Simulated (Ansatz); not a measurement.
The first iterations of a band of F$_{2}$H$_{3}$O$_{3}$Zr (9 atoms, charge 0, multiplicity 2).

Computed with Ansatz 0.2.0, UKS PBE0/def2-SVP.

```yaml
movable_images: 6
climbing_image: no
spring: 5.0 eV/Å²
optimiser: quadratic models (default)
start_path: through a guess of the saddle point
force_threshold: 0.03 eV/Å
iteration_limit: 60
end_points: relaxed
```

First end point:

```xyz
9
Properties=species:S:1:pos:R:3
Zr -0.092 -0.140 0.415
F 0.115 1.264 1.995
O 1.658 -0.381 -0.314
H 2.379 -0.542 -0.921
O -1.012 1.172 -0.636
H -1.511 1.868 -1.060
O -1.108 -1.740 0.138
H -1.635 -2.536 0.101
F 0.115 -0.613 2.480
```

Last end point:

```xyz
9
Properties=species:S:1:pos:R:3
Zr -0.106 -0.129 0.413
F 0.880 0.861 2.020
O 1.563 -0.347 -0.501
H 2.429 -0.464 -0.887
O -1.114 1.248 -0.444
H -1.584 1.780 -1.084
O -1.002 -1.799 0.128
H -1.440 -2.648 0.105
F -0.718 -0.150 2.447
```

| iteration | highest image above the first end (eV) | largest band force component (eV/Å) |
| --- | --- | --- |
| 1 | 8.256 | 19.599 |
| 2 | 2.955 | 11.541 |
| 3 | 1.590 | 4.437 |
| 4 | 1.022 | 2.262 |
| 5 | 0.853 | 1.462 |
| 6 | 0.682 | 0.517 |
| 7 | 0.590 | 0.212 |
| 8 | 0.557 | 0.183 |
| 9 | 0.539 | 0.211 |
| 10 | 0.531 | 0.461 |
| 11 | 0.524 | 0.218 |

Q: Does the band converge within its limit, and where does its top end?

A: The forces met the threshold. It ended after 34 iterations with the highest image 0.000 eV above the first end. The highest image is an end point: on this band no image between the ends rises above it. Inner images lie up to 0.002 eV below the lower end, so the ends aren't the lowest states on this path.

Time of the run: 13 min on 4 threads of Arm Neoverse V1, on a shared host, peak memory 0.45 GiB.
